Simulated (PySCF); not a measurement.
# Radial density of He (helium, neutral)

UHF, 1s2, closed-shell 1S. Computed with PySCF 2.14 in aug-cc-pVDZ-DK (3s2p, 9 functions), with the spin-free X2C one-electron Hamiltonian (Gaussian nucleus).

```csv
r (bohr),4πr²ρ (e/bohr)
0.0154,0.008718
0.0258,0.02444
0.0435,0.06741
0.0731,0.1780
0.123,0.4247
0.207,0.8533
0.348,1.437
0.585,1.716
0.985,1.281
1.66,0.4215
2.79,0.04748
4.69,0.0002834
```

Densities and radii are taken from the X2C orbitals without a picture-change correction, which distorts them close to the nucleus.
